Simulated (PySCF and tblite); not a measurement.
Results of a calculation; reference values are marked as such.
System: C3H10OSSi, numbered as in [CH3:1][CH:2]([CH3:3])[S@:4](=[O:5])[SiH3:6].

Motion: rotation about the C2–S4 bond (torsion C1–C2–S4–O5 from 38° to -77°, falling). GFN2-xTB gives an electronic barrier of 3.3 kcal/mol and a reaction energy of 0.1 kcal/mol.

(1) What does PBE0/pcSseg-1 + D3(BJ), IEF-PCM dimethylsulfoxide give on GFN2-xTB geometries?

Programs: tblite and PySCF.

## Answers

(1) A barrier of 3.9 kcal/mol, 0.6 above the tight-binding barrier (from unrounded values), a reaction energy of -0.2 kcal/mol and, with GFN2-xTB thermal terms, ΔG‡(298 K) = 4.3 kcal/mol and k = 4.7×10⁹ s⁻¹ (1 equivalent path).
